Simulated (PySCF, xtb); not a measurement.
CH₄ClNOSi₂, SMILES [SiH2]1[Si@H](OC=N1)Cl.

Harmonic wavenumbers (cm⁻¹) from GFN2-xTB run with xtb at its own minimum, in rising order: 92, 124, 215, 336, 362, 406, 441, 539, 553, 576, 630, 650, 683, 722, 757, 845, 895, 1138, 1292, 1662, 2276, 2281, 2289, 2983.

Question: What does PBE-D3(BJ)/def2-SVP (PySCF) give at its own minimum? (Estimate from the structure and the level; the computed values follow.)

Answer: 83, 124, 222, 339, 370, 395, 481, 551, 627, 675, 680, 694, 706, 778, 823, 896, 951, 1100, 1324, 1632, 2175, 2192, 2202, 3042. Paired by order, the mean absolute difference is 44 cm⁻¹ and the zero-point energies are 32.5 and 33.0 kcal/mol.
